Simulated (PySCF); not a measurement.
**Functional dependence of a UV spectrum**

C₂H₆AlAs.
SMILES with atom numbers: `[CH:1]#[C:2][AlH2-:3][AsH3+:4]` (hydrogens: H5 on C1; H6, H7 on Al3; H8, H9, H10 on As4)

Cartesian coordinates in Å at the PBE0-D3(BJ)/def2-SVP level; atoms count from 1:
```
atom  x, y, z in Å
C1     1.687   -2.053    0.238
C2     1.450   -0.879   -0.005
Al3    1.009    0.972   -0.386
As4   -1.535    0.534    0.097
H5     1.912   -3.084    0.450
H6     0.904    1.408   -1.915
H7     1.298    2.050    0.752
H8    -2.217   -0.533   -0.723
H9    -1.886    0.000    1.463
H10   -2.613    1.590    0.006
```

Linear-response calculations in the def2-SVPD basis (PySCF; singlets by full response, triplets Tamm–Dancoff, core orbitals frozen in the response; HF means time-dependent Hartree–Fock). 'Strongest' is the level of largest summed f among the singlets computed (10 roots, of which the last may lack a degenerate partner); it can jump between rows when another state enters that window. S1 is the lowest singlet of each run and needn't be the same state throughout; f(S1) is that of one state. Geometry: PBE0-D3(BJ)/def2-SVP; no solvent, vibrations or thermal averaging. Relativistic effects, spin–orbit coupling among them, are left out although an element past zinc is present.

| functional | kind | S1 (eV) | f(S1) | strongest (eV) | T1 (eV) | HOMO (eV) | gap (eV) | ionisation energy, ΔSCF (eV) |
| --- | --- | --- | --- | --- | --- | --- | --- | --- |
| LDA | LDA | 4.83 | 0.000 | 5.56 | 4.69 | -6.41 | 4.78 | 9.21 |
| PBE | GGA | 4.92 | 0.000 | 5.54 | 4.60 | -6.31 | 4.88 | 9.11 |
| B3LYP | global hybrid, 20% exact exchange | 5.34 | 0.000 | 6.64 | 4.73 | -7.28 | 6.42 | 9.41 |
| BHandHLYP | global hybrid, 50% exact exchange | 5.59 | 0.000 | 7.34 | 4.70 | -8.56 | 8.68 | 9.57 |
| CAM-B3LYP | range-separated hybrid | 5.61 | 0.000 | 7.24 | 4.79 | -8.83 | 9.07 | 9.69 |
| wB97X-D | range-separated hybrid | 5.69 | 0.000 | 7.38 | 4.91 | -9.36 | 10.41 | 9.65 |
| LC-wPBE | range-separated hybrid | 5.81 | 0.000 | 7.79 | 4.73 | -10.23 | 11.57 | 9.95 |
| HF | Hartree–Fock | 5.36 | 0.000 | 8.31 | 4.15 | -10.22 | 12.06 | not settled |

Question: What does PBE0 (global hybrid, 25% exact exchange) give?

Answer: S1 (eV) 5.47, f(S1) 0.000, strongest (eV) 6.87, T1 (eV) 4.68, HOMO (eV) -7.49, gap (eV) 6.88, ionisation energy, ΔSCF (eV) 9.42. S1 runs from 4.83 eV (LDA) to 5.81 eV (LC-wPBE), a spread of 0.98 eV, while the orbital gap spreads over 7.3 eV. −ε(HOMO) comes closest to its own ΔSCF ionisation energy with LC-wPBE (+0.28 eV) and misses most with LDA (-2.80 eV). 'Not settled' means that the ion's SCF failed to converge or may have ended in another state than the lowest.
